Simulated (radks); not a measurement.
Valence configurations of S (all share [Ne]). Calculated with a radial shooting solver on a logarithmic mesh with Libxc functionals: scalar-relativistic Kohn-Sham, r2SCAN, spin-polarised, spherical densities, finite nucleus; open shells are filled with parallel spins first; meta-GGA in the generalised Kohn-Sham scheme; Fermi nuclear charge, rms radius 3.2611 fm. Energies are relative to 3s2 3p4; eigenvalues in eV for spin up.

valence      E (eV)  moment (Bohr magnetons)   e(3p)    e(3s)
3s2 3p4       0.000                        2  -8.129  -18.984
3s1.5 3p4.5   5.282                        2  -8.513  -19.504
3s1 3p5      10.486                        2  -8.925  -20.054
3s0.5 3p5.5  16.984                        1  -8.687  -19.748
3p6          22.802                        0  -8.356        -

NIST lists [Ne] 3s2 3p4 as the ground configuration; this level of theory agrees among the configurations tried. The energies are those of spherical high-spin densities, not of single terms.
